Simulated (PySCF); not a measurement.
Unknown compound

The spectra below were simulated for a compound C₈H₁₄.

$^{1}$H NMR (300 MHz, computed): δ 2.14 (m, 4H), 2.14 (m, 2H), 1.93 (m, 2H), 1.79 (m, 2H), 1.54 (m, 4H).

$^{13}$C{$^{1}$H} NMR (computed): δ 43.8 (CH), 26.4 (CH2), 16.1 (CH2).

Isolated molecule, non-relativistic Hamiltonian, rapidly exchanging positions averaged, one computed conformer. Coordinates at the GFN2-xTB level; shielding tensors at PBE0/pcSseg-1 (GIAO); PySCF 2.14.0 with density-fitted response routines.

References, each an isolated molecule treated in the same way: $^{1}$H and $^{13}$C vs TMS.

Question: Which of these isomers gave the spectra?
A. C1CC(C2CCC2)C1
B. C1CC2CCC1CC2
C. C1C[C@H]2CCC[C@H]2C1

Answer: A. 

The formula gives 2 degrees of unsaturation (2 rings in the answer). 3 carbon signals for 8 carbons: some carbons are equivalent by symmetry or fast rotation. Carbon types of the structure: 2 × CH, 6 × CH2, which accounts for all hydrogens. δC 43.8: sp3 CH in a ring; a saturated carbon with 3 carbon neighbours and no heteroatom attached. δC 26.4, 16.1: sp3 CH2 in a ring; a saturated carbon with 2 carbon neighbours and no heteroatom attached. δH 2.14, 1.93, 1.79, 1.54: hydrogen on an sp3 CH2 in a ring. δH 2.14: hydrogen on an sp3 CH in a ring.

The others: C1CC2CCC1CC2 would give 2 carbon signals, not 3; C1C[C@H]2CCC[C@H]2C1 has carbons computed at 46.1, 37.7, 28.6.

Shifts are as computed. Against solution values, carbons near 30 ppm lie about +3 ppm off and those near 130 ppm about +5 ppm. Of 1211 compounds with measured shifts, 218 miss one by over three times the rms of a fit or turn the order of signals round; such compounds aren't used in these exercises. No couplings were computed; multiplicities are counted from neighbouring protons, with m where these are inequivalent, close in shift, in a saturated or five-membered ring or joined by F or P, and br s for small geminal =CH2 splittings.
